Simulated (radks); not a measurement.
Values are calculated unless marked as measured or tabulated.
Ionisation of Dy, [Xe] 4f10 6s2, to Dy+, [Xe] 4f10 6s1, under several functionals. Dirac Kohn-Sham, spin-unpolarised, spherical densities, point nucleus; open shells fill j = l - 1/2 first; a radial shooting solver on a logarithmic mesh with Libxc functionals.

functional                               E(Dy) (hartree)  Exc (hartree)  IE (eV)  -e(HOMO) (eV)  <r> HOMO (bohr)  IE error (eV)
LDA (Slater exchange, VWN5 correlation)      -12160.3947      -256.5001    6.445          2.825           0.8953         +0.506
exchange-only PBE                            -12164.5107      -260.6277    5.683          1.591           0.9028         -0.256
RPBE                                         -12168.7106      -264.8941    6.132          2.590           0.8954         +0.193
B86b exchange with PBE correlation           -12169.3271      -265.5173    6.263          2.619           0.8961         +0.324
HCTH/407                                     -12175.5634      -272.0796    6.178          3.355           0.8797         +0.239
PW91                                         -12169.6602      -265.8582    6.273          2.666           0.8957         +0.333
Wu-Cohen GGA                                 -12167.2910      -263.4638    6.235          2.637           0.8959         +0.296
exchange-only B88                            -12165.6538      -261.7888    5.659          1.603           0.9022         -0.280

NIST Atomic Spectra Database: 5.939 eV (measured). Closest: RPBE. The Delta-SCF values span 0.79 eV, the total energies 15.17 hartree. The highest occupied level is 4f7/2. Spin polarisation and multiplet splitting are left out, so open shells lie too high by an amount that depends on their filling.

Beside tabulated values, note that spin-unpolarised runs miss the spin-polarisation part of the exchange energy of open shells.
